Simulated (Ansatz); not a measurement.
```yaml
crystal:
  periodic: [false, false, false]
  atoms:
    - {symbol: O, position_ang: [-1.562844, 0.796546, -1.143717]}
    - {symbol: Ga, position_ang: [-0.523351, -0.093712, 0.007737]}
    - {symbol: Si, position_ang: [1.834803, 0.316058, -0.014905]}
    - {symbol: S, position_ang: [-1.505265, -1.523993, 1.383271]}
    - {symbol: H, position_ang: [-2.498606, 0.592071, -1.089220]}
    - {symbol: H, position_ang: [2.509904, -0.529536, 1.003759]}
    - {symbol: H, position_ang: [2.390559, -0.003805, -1.356056]}
    - {symbol: H, position_ang: [2.101481, 1.746634, 0.288869]}
    - {symbol: H, position_ang: [-2.746670, -1.300263, 0.920262]}
basis:
  gaussian: {orbitals: def2-TZVP, point_charges: [{charge: -1.00, position_ang: [7.361, 0.397, -0.237]}]}
hamiltonian: {xc: {name: HF}}
correlation: {active_space: {window: {electrons: 6, orbitals: 2}}}
output: {forces: true}
```

```sh
$ ansatz run in.yaml --threads 4 --pin off --events-out ev --progress --plain --max-ram 10444MiB
```

Problem. How does Ansatz answer? (An estimate is asked.)

Solution. Computed: The run stopped with an error.
```
Functional definition: HF
1217 factors; integrals over basis functions are off by at most 1.4e-3 eV
mean field evaluation 1: about -73129.5735 eV, gradient 4.2e1 eV
mean field evaluation 2: about -73129.7044 eV, gradient 4.2e1 eV
mean field evaluation 4: about -73133.7655 eV, gradient 3.8e0 eV
mean field evaluation 8: about -73133.8498 eV, gradient 3.7e-1 eV
mean field evaluation 16: about -73133.8504 eV, gradient 1.9e-6 eV
mean field -73133.85036307 eV, -2687.6194289386 hartree, gradient 1.9e-6 eV, S^2 0.000000; 0 other end points of the search recorded, 0 dependent functions left out
reference -73133.85036307 eV, -2687.6194289386 hartree; 37, 37 occupied and 146, 146 virtual orbitals, 1217 factors
Error: 6 electrons in 2 orbitals form no window around the highest filled level of the reference
```
